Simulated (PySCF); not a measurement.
# Electric field gradients and quadrupole coupling constants

Compound: C₅HF₃O₂.
Structure used (GFN2-xTB), in Å, numbered top down from 1:
```xyz
11
C5HF3O2 angstrom
O      3.108    0.735    0.711
C      2.348    0.052    0.082
O      2.716   -0.927   -0.746
C      0.912    0.190    0.129
C     -0.286    0.326    0.185
C     -1.674    0.523    0.287
F     -2.101    1.480    1.127
C     -2.575   -0.188   -0.405
F     -2.245   -1.145   -1.251
F     -3.881   -0.036   -0.339
H      3.683   -1.006   -0.767
```

Field gradients from the PBE0/pcSseg-1 density (PySCF, non-relativistic), principal values in atomic units, ordered |Vxx| ≤ |Vyy| ≤ |Vzz|:

```
atom      Vxx      Vyy      Vzz
  O1   0.6833   0.9007  -1.5840
  O3  -0.4331  -1.2168   1.6499
```

Question: Find the asymmetry η = (Vxx − Vyy)/Vzz and the couplings χ = eQV/h (234.96 MHz × Q in barn × V in au), with Q(17O) = −0.0256 b.

Answer: 
```json
{"atom": "O1", "environment": "acid carbonyl oxygen", "nucleus": "17O", "η": "0.14", "χzz (MHz)": "9.53", "χxx (MHz)": "-4.11", "χyy (MHz)": "-5.42"}
{"atom": "O3", "environment": "acid hydroxyl oxygen", "nucleus": "17O", "η": "0.48", "χzz (MHz)": "-9.92", "χxx (MHz)": "2.60", "χyy (MHz)": "7.32"}
```

Question: What is Vzz at O1 in SI units (1 au = 9.71736 × 10²¹ V/m²)?

Answer: -1.5840 au = -15.393 × 10²¹ V/m².

Question: And the gradient at the other heavy atoms, for which no coupling is worked out here?

Answer: 
```json
{"atom": "C2", "environment": "carboxylic acid carbon", "Vzz (au)": "0.311", "η": "0.96"}
{"atom": "C4", "environment": "alkyne carbon", "Vzz (au)": "-0.245", "η": "0.98"}
{"atom": "C5", "environment": "alkyne carbon", "Vzz (au)": "0.236", "η": "0.99"}
{"atom": "C6", "environment": "vinylic C–F carbon", "Vzz (au)": "0.414", "η": "0.16"}
{"atom": "F7", "environment": "vinyl fluorine", "Vzz (au)": "3.250", "η": "0.03"}
{"atom": "C8", "environment": "=CF2 carbon", "Vzz (au)": "0.418", "η": "0.06"}
{"atom": "F9", "environment": "vinyl fluorine", "Vzz (au)": "3.003", "η": "0.08"}
{"atom": "F10", "environment": "vinyl fluorine", "Vzz (au)": "2.979", "η": "0.10"}
```

Question: What couplings would deuterons (Q(2H) = 0.00286 b) have in place of the hydrogens, at this geometry?

Answer: 
```json
{"atom": "H11", "bonded to": "O3", "bond length (Å)": "0.971", "Vzz (au)": "0.4320", "η": "0.10", "χzz (kHz)": "290"}
```

Isolated species at its GFN2-xTB geometry (one conformer only). GFN2-xTB bond lengths can be off by several hundredths of an ångström, more for odd bonds, and the gradients follow them. The basis is small and wasn't made for field gradients, so the couplings can be 20 % off.
